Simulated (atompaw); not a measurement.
## V: PAW (atompaw) pseudisation with PBE, scalar-relativistic reference atom.

- Element: vanadium (V)
- Generator: atompaw 4.2.0.5
- Type: PAW
- Functional: PBE
- Relativity: scalar-relativistic
- Frozen core: [Ne] 3s2
- Valence charge: 11
- Reference configuration: 3p6 3d3 4s1.5 4p0 (charge +0.5)
- Partial waves: 4s (bound): rc 2.75 bohr; 4s channel at 2.05 Ry: rc 2.75 bohr; 3p (bound): rc 1.55 bohr; 4p (bound, empty): rc 1.80 bohr; 3d (bound): rc 2.75 bohr; 3d channel at 1 Ry: rc 2.40 bohr
- Local potential: bessel scheme, radius 1.80 bohr
- Core correction: smooth core density matched at 2.25 bohr
- Augmentation charge: besselshape compensation charge, radius 2.30 bohr; PAW radius 2.75 bohr; waves and projectors: custom polynom2 7 10 vanderbiltortho

All-electron outer shells of the reference configuration (PBE, scalar-relativistic, ld1.x):

```csv
shell,level (eV),outermost node (bohr),outermost maximum (bohr)
3s,-73.85,0.38,0.82
3p,-47.66,0.35,0.84
3d,-8.73,–,0.90
4s,-7.70,1.17,2.69
4p,-4.02,1.29,3.37
```

(1) Estimate the cutoffs (Ry, on a coarse ladder) from which the occupation-weighted sum of valence levels, in a spherical-Bessel basis at the reference potential, stays within 10 and 1 mRy of its value at 400 Ry.

(2) Does the potential have ghost states?

(3) Is the overlap operator S = 1 + Σ q|β⟩⟨β| positive definite (Bessel basis up to 400 Ry)?

Results:

(1) 30 Ry and 160 Ry.

(2) No extra level below or beside the all-electron valence levels (s, p, d, f tested).

(3) Yes: its lowest eigenvalue is 0.83 (p channel).
